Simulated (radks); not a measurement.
Q: Numerical settings for neutral iron, [Ar] 3d6 4s2. Method: non-relativistic Kohn-Sham, PBE, spin-polarised, spherical densities, point nucleus; open shells are filled with parallel spins first; computed with a radial shooting solver on a logarithmic mesh with Libxc functionals. The defaults (mesh step 0.008 in ln r, mesh end at 40 bohr or more with all orbitals vanishing there, Anderson mixing 0.5 over 9 steps, residual threshold near 1e-9 with the energy settled to 1e-9 hartree or 1e-11 of itself, here a cap of 89 iterations) give E = -1263.4321 hartree and 4s at -4.782 eV in 15 iterations. Run on one thread of a shared host, so times are rough (Arm Neoverse N1): 0.21 s of CPU time, 0.21 s wall, 15 iterations on 2669 mesh points. One setting is changed at a time: mesh step in ln r 0.012; mesh step in ln r 0.03; mesh step in ln r 0.003; mesh end (bohr) 20; mesh end (bohr) 3; residual threshold 1e-16; residual threshold 0.1; mixing 0.01; linear mixing, mixing 0.2; linear mixing, mixing 0.8; mixing history 20; iteration cap 2. Which runs fail to converge, and which converge to a wrong energy?

A: Not converged within the cap: residual threshold 1e-16; linear mixing, mixing 0.8; iteration cap 2. Settled on a wrong energy, with an occupied level pushed above zero by the early mesh end: mesh end (bohr) 3 (+1.43 hartree). Apart from these: no run marked as converged misses the energy by more than 1 mhartree.
